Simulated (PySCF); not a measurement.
C2H6Al, doublet, at a GFN2-xTB geometry (such geometries of metal compounds can be far from the true shape) (the spin is typed, not shown lowest); PySCF with BLYP/def2-SVP.

Here is a job for PySCF.
```python
from pyscf import gto, scf, dft

mol = gto.Mole()
mol.atom = '''
    Al    0.351998   -0.199273    0.392185
    C     1.162732    0.299659   -1.387552
    H     2.226275    0.034939   -1.439263
    H     1.097742    1.375165   -1.591558
    H     0.672637   -0.206091   -2.228046
    C    -1.594354   -0.055309    0.906651
    H    -2.232877   -0.732542    0.326825
    H    -1.994417    0.954377    0.755357
    H    -1.755593   -0.301401    1.963683
'''
mol.basis = 'def2-svp'
mol.charge = 0
mol.spin = 1
mol.verbose = 4
mol.build()

mf = dft.UKS(mol)
mf.xc = 'blyp'
mf.kernel()
mf.analyze()
```

Problem. Write the output that PySCF gives for this input, abridged.

Solution. 
```
PySCF version 2.14.0

[INPUT] verbose = 4
[INPUT] num. atoms = 9
[INPUT] num. electrons = 31
[INPUT] charge = 0
[INPUT] spin (= nelec alpha-beta = 2S) = 1
[INPUT] symmetry False subgroup None
[INPUT] Mole.unit = angstrom
[INPUT] Symbol           X                Y                Z      unit          X                Y                Z       unit  Magmom
[...]
nuclear repulsion = 86.7376847456156
number of shells = 38
number of NR pGTOs = 126
number of NR cGTOs = 76
basis = def2-svp
ecp = {}

******** <class 'pyscf.dft.uks.UKS'> ********
method = UKS
initial guess = minao
damping factor = 0
level_shift factor = 0
DIIS = <class 'pyscf.scf.diis.CDIIS'>
diis_start_cycle = 1
diis_space = 8
diis_damp = 0
SCF conv_tol = 1e-09
SCF conv_tol_grad = None
SCF max_cycles = 50
direct_scf = True
direct_scf_tol = 1e-13
number electrons alpha = 16  beta = 15
XC library pyscf.dft.libxc version 7.1.2
    S. Lehtola, C. Steigemann, M. J. T. Oliveira, and M. A. L. Marques,  SoftwareX 7, 1–5 (2018)
XC functionals = blyp
    A. D. Becke,  Phys. Rev. A 38, 3098 (1988)
    C. Lee, W. Yang, and R. G. Parr,  Phys. Rev. B 37, 785 (1988)
    B. Miehlich, A. Savin, H. Stoll, and H. Preuss,  Chem. Phys. Lett. 157, 200 (1989)
radial grids:
    Treutler-Ahlrichs [JCP 102, 346 (1995); DOI:10.1063/1.469408] (M4) radial grids

becke partition: Becke, JCP 88, 2547 (1988); DOI:10.1063/1.454033
pruning grids: <function nwchem_prune>
grids dens level: 3
symmetrized grids: False
atomic radii adjust function: <function treutler_atomic_radii_adjust>
small_rho_cutoff = 0
Set gradient conv threshold to 3.16228e-05
tot grids = 106264
init E= -321.817200477055

cycle= 1 E= -321.880137251552  delta_E= -0.0629  |g|= 0.484  |ddm|= 2.07
cycle= 2 E= -321.593126276166  delta_E= 0.287  |g|= 0.814  |ddm|= 1.45
cycle= 3 E= -322.016731026396  delta_E= -0.424  |g|= 0.0267  |ddm|= 0.982
cycle= 4 E= -322.017239538869  delta_E= -0.000509  |g|= 0.0127  |ddm|= 0.0742
cycle= 5 E= -322.017362674294  delta_E= -0.000123  |g|= 0.00109  |ddm|= 0.0209
cycle= 6 E= -322.017363592776  delta_E= -9.18e-07  |g|= 0.000188  |ddm|= 0.00222
cycle= 7 E= -322.017363627923  delta_E= -3.51e-08  |g|= 8.85e-05  |ddm|= 0.000585
cycle= 8 E= -322.017363634409  delta_E= -6.49e-09  |g|= 2.56e-05  |ddm|= 0.000229
cycle= 9 E= -322.017363635003  delta_E= -5.94e-10  |g|= 8.59e-06  |ddm|= 6.03e-05
Extra cycle  E= -322.017363634888  delta_E= 1.15e-10  |g|= 1.68e-05  |ddm|= 2.8e-05
converged SCF energy = -322.017363634888  <S^2> = 0.75088456  2S+1 = 2.0008844
**** SCF Summaries ****
Total Energy =                        -322.017363634888227
Nuclear Repulsion Energy =              86.737684745615567
One-electron Energy =                 -615.094153423467787
Two-electron Energy =                  206.339105042963979
Two-electron Coulomb Energy =          237.953984173346271
DFT Exchange-Correlation Energy =      -31.614879130382302
**** MO energy ****
                             alpha | beta                alpha | beta
[...]
To work with the spin densities directly, `use mulliken_meta_spin()` only printing them here.

 ** Mulliken spin pop alpha/beta on meta-lowdin orthogonal AOs **
 ** Mulliken Spin Density (per AO)  **
spin_pop of  0 Al 1s        0.00000
spin_pop of  0 Al 2s        0.00008
spin_pop of  0 Al 3s        0.27128
spin_pop of  0 Al 4s        0.01123
spin_pop of  0 Al 2px       0.00001
spin_pop of  0 Al 2py      -0.00001
spin_pop of  0 Al 2pz       0.00001
spin_pop of  0 Al 3px       0.19280
spin_pop of  0 Al 3py       0.06353
spin_pop of  0 Al 3pz       0.24032
spin_pop of  0 Al 4px      -0.00009
spin_pop of  0 Al 4py       0.00000
spin_pop of  0 Al 4pz      -0.00009
spin_pop of  0 Al 3dxy      0.00002
spin_pop of  0 Al 3dyz      0.00006
spin_pop of  0 Al 3dz^2    -0.00016
spin_pop of  0 Al 3dxz      0.00307
spin_pop of  0 Al 3dx2-y2    0.00123
spin_pop of  1 C 1s       -0.00000
spin_pop of  1 C 2s        0.02065
spin_pop of  1 C 3s        0.00024
spin_pop of  1 C 2px       0.00810
spin_pop of  1 C 2py       0.00639
spin_pop of  1 C 2pz       0.05797
spin_pop of  1 C 3px       0.00004
spin_pop of  1 C 3py       0.00016
spin_pop of  1 C 3pz       0.00053
spin_pop of  1 C 3dxy      0.00001
spin_pop of  1 C 3dyz     -0.00002
spin_pop of  1 C 3dz^2    -0.00001
spin_pop of  1 C 3dxz      0.00001
spin_pop of  1 C 3dx2-y2   -0.00001
spin_pop of  2 H 1s       -0.00317
spin_pop of  2 H 2s        0.00007
spin_pop of  2 H 2px       0.00000
spin_pop of  2 H 2py      -0.00000
spin_pop of  2 H 2pz      -0.00000
spin_pop of  3 H 1s        0.00625
spin_pop of  3 H 2s        0.00096
spin_pop of  3 H 2px       0.00000
spin_pop of  3 H 2py      -0.00000
spin_pop of  3 H 2pz       0.00000
spin_pop of  4 H 1s        0.00905
spin_pop of  4 H 2s        0.00114
spin_pop of  4 H 2px       0.00002
spin_pop of  4 H 2py       0.00001
spin_pop of  4 H 2pz      -0.00001
spin_pop of  5 C 1s       -0.00000
spin_pop of  5 C 2s        0.02065
spin_pop of  5 C 3s        0.00024
spin_pop of  5 C 2px       0.06617
spin_pop of  5 C 2py       0.00197
spin_pop of  5 C 2pz       0.00431
spin_pop of  5 C 3px       0.00049
spin_pop of  5 C 3py       0.00014
spin_pop of  5 C 3pz       0.00010
spin_pop of  5 C 3dxy     -0.00003
spin_pop of  5 C 3dyz      0.00001
spin_pop of  5 C 3dz^2     0.00001
spin_pop of  5 C 3dxz     -0.00000
spin_pop of  5 C 3dx2-y2    0.00000
spin_pop of  6 H 1s        0.00624
spin_pop of  6 H 2s        0.00096
spin_pop of  6 H 2px      -0.00001
spin_pop of  6 H 2py       0.00000
spin_pop of  6 H 2pz       0.00001
spin_pop of  7 H 1s        0.00905
spin_pop of  7 H 2s        0.00114
spin_pop of  7 H 2px       0.00000
spin_pop of  7 H 2py       0.00000
spin_pop of  7 H 2pz       0.00000
spin_pop of  8 H 1s       -0.00317
spin_pop of  8 H 2s        0.00007
spin_pop of  8 H 2px      -0.00000
spin_pop of  8 H 2py      -0.00000
spin_pop of  8 H 2pz      -0.00000
 ** Mulliken Spin Density (per atom)  **
spin density of  0 Al =      0.78329
spin density of  1 C =      0.09407
spin density of  2 H =     -0.00311
spin density of  3 H =      0.00720
spin density of  4 H =      0.01019
spin density of  5 C =      0.09406
spin density of  6 H =      0.00720
spin density of  7 H =      0.01019
spin density of  8 H =     -0.00311
 ** Mulliken pop alpha/beta on meta-lowdin orthogonal AOs **
 ** Mulliken pop       alpha | beta **
In total            16.00000 | 15.00000
 ** Mulliken atomic charges   ( Nelec_alpha | Nelec_beta ) **
charge of  0Al =      0.47840  (     6.65245      5.86916 )
charge of  1C =     -0.55680  (     3.32543      3.23137 )
charge of  2H =      0.10751  (     0.44469      0.44780 )
charge of  3H =      0.10585  (     0.45068      0.44347 )
charge of  4H =      0.10425  (     0.45297      0.44278 )
charge of  5C =     -0.55683  (     3.32545      3.23139 )
charge of  6H =      0.10586  (     0.45067      0.44347 )
charge of  7H =      0.10425  (     0.45297      0.44278 )
charge of  8H =      0.10751  (     0.44469      0.44780 )
Dipole moment(X, Y, Z, Debye): -0.35875,  0.20316, -0.39984
```
